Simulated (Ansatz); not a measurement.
Stepwise reaction of `[OH][GeH]([OH])[OH]` with methanol, as a gas-phase model of exchange steps in deposition or etching. ΔE in kJ/mol.

Isolated molecules relaxed with PBE0-D4/def2-TZVP in Ansatz; ΔE leaves out vibrations. CCSD(T)/CBS is the MP2 limit (def2-TZVPP, def2-QZVPP) plus CCSD(T) − MP2 in def2-TZVPP, frozen cores. This one scheme is used for every species. Functionals use def2-TZVPP. B3LYP here is the variant with VWN-RPA as its local correlation; programs differ in this. For Ge outer-core shells are correlated without core-valence functions, which leaves a few kJ/mol of doubt a bond. Scalar relativity is left out up to krypton. Each species was taken in one conformer, which may not be the lowest.

```tsv
step	reaction	PBE-D4	B3LYP-D4	ωB97M-V	CCSD(T)/CBS
1	`[OH][GeH]([OH])[OH]` + CH₃OH → `C[O][GeH]([OH])[OH]` + H₂O	0.7	-0.5	0.7	-3.1
```

(1) Give the row of step 2, `C[O][GeH]([OH])[OH]` + CH₃OH → `C[O][GeH]([OH])[O]C` + H₂O. (Best estimate.)

(2) By hand: ΔE of the 2 steps together at CCSD(T)/CBS.

Results:

(1) Computed: 
```csv
step,reaction,PBE-D4,B3LYP-D4,ωB97M-V,CCSD(T)/CBS
2,`C[O][GeH]([OH])[OH]` + CH₃OH → `C[O][GeH]([OH])[O]C` + H₂O,0.0,-1.6,-0.5,-4.2
```

(2) (-3.1) + (-4.2) = -7.3 kJ/mol, or -3.7 kJ/mol a step.

In ΔE the steps differ by no more than 1.1 kJ/mol. PBE-D4 differs from CCSD(T)/CBS by 3.8 to 4.2 kJ/mol a step. Isolated molecules leave out the surface, adducts and barriers. Largest T1 diagnostic: 0.012.
